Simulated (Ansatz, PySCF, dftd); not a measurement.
System: H3SiO, charge 0, doublet. H3SiO (SMILES O[SiH2], doublet).
B3LYP-D3(BJ)/def2-TZVP minimum from Ansatz (an electronic-structure program):
```
Si
O 1 1.6585
H 2 0.9610 1 118.01
H 1 1.4847 2 105.38 3 -170.62
H 1 1.4946 4 110.37 2 -119.93
```
Charge 0, spin multiplicity 2.

Quantity: enthalpy of formation at 298 K (by atomisation, with rigid-rotor harmonic-oscillator terms from PySCF's Hessian at B3LYP-D3(BJ)/def2-TZVP and the atoms' measured values of the G2/97 table; no spin-orbit terms), in kcal/mol. Radicals and triplets start from unrestricted determinants; spin-orbit coupling is neglected. Cores are frozen in correlated methods. Rows without X2C or -DK are non-relativistic. CBS(X,Y): correlation extrapolated as X^-3, Hartree-Fock from the larger set (Q,5: extrapolated as (X+1)exp(-9√X)). A bracket is a step between two methods taken in the basis named. The functionals are non-relativistic, so their misses hold any scalar relativity. '+ core + X2C': CCSD(T) terms for core correlation (cc-pwCVTZ, 1s frozen past Ne) and scalar relativity (cc-pVTZ-DK). Where a partner has so few electrons that a lower coupled-cluster level is exact, that level stands in.

```csv
level,program,enthalpy of formation at 298 K (kcal/mol),difference against the last row
HF/cc-pV(D+d)Z,Ansatz,85.7,114.1
r2SCAN-D3(BJ)/def2-TZVPD,Ansatz + dftd3,-29.4,-1.0
MP2/cc-pV(D+d)Z,Ansatz,5.4,33.8
CCSD(T)/cc-pV(5+d)Z,Ansatz,-27.2,1.2
CCSDT(Q)/cc-pV(D+d)Z,Ansatz,8.9,37.3
CCSDT(Q)/cc-pV(T+d)Z,Ansatz,-17.2,11.2
"CCSD(T)/CBS(cc-pV(Q+d)Z,cc-pV(5+d)Z) + [CCSDT(Q) - CCSD(T)]/cc-pV(T+d)Z + core + X2C",Ansatz,-28.4,0.0
```
